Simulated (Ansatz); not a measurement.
`C[SiH]([SiH3])[SiH3]` + NH₃ → `N[SiH]([SiH3])[SiH3]` + CH₄ at 298.15 K and 1 bar (ligand exchange at the Si–C bond).

Calculated with Ansatz (gas phase, PBE0-D4/def2-TZVP geometries, no zero-point term in ΔE). CCSD(T)/CBS adds triple-zeta CCSD(T) − MP2 to the extrapolated MP2 energy (def2 sets, frozen cores). This one scheme is used for every species. One conformer a species, not always the lowest.

| species | CCSD(T)/CBS energy (Eh) | H − E (kJ/mol) | S (J/(mol·K)) |
| --- | --- | --- | --- |
| `C[SiH]([SiH3])[SiH3]` | -911.30140 | 276.8 | 391.7 |
| NH₃ | -56.50880 | 100.5 | 192.4 |
| `N[SiH]([SiH3])[SiH3]` | -927.36405 | 248.4 | 389.4 |
| CH₄ | -40.46206 | 127.4 | 186.2 |

H − E and S are ideal-gas, rigid-rotor, harmonic terms from PBE0-D4/def2-TZVP, for one conformer and one mirror image of each species. 1 Eh = 2625.50 kJ/mol, R = 8.31446 J/(mol·K).

**Question.** By hand: ΔE, ΔH, ΔS and ΔG.

**Answer.** ΔE = (-927.36405) + (-40.46206) − (-911.30140) − (-56.50880) = -0.01591 Eh = -41.8 kJ/mol. Δ(H − E) = 248.4 + 127.4 − 276.8 − 100.5 = -1.5, so ΔH = -43.3 kJ/mol. ΔS = 389.4 + 186.2 − 391.7 − 192.4 = -8.5 J/(mol·K). ΔG = -43.3 − 298.15 × (-8.5)/1000 = -40.8 kJ/mol.

**Question.** By hand: the equilibrium constant, and the temperature at which ΔG would vanish if ΔH and ΔS stayed fixed.

**Answer.** log₁₀ K = −ΔG/(RT ln 10) = 7.1. ΔG = 0 at ΔH/ΔS = 5094 K, far beyond where these terms or the molecules hold.

The number of gas molecules stays the same, so ΔS is small and ΔH decides. A doubt of 5 kJ/mol in ΔE shifts log₁₀ K by 0.9 here. Other conformers and mirror images would add mixing entropy, several J/(mol·K) or more a flexible species. These are equilibria of isolated gas molecules and say nothing of rates. Largest T1 diagnostic: 0.013 (customary marks: 0.02 for closed shells, 0.045 for open ones).
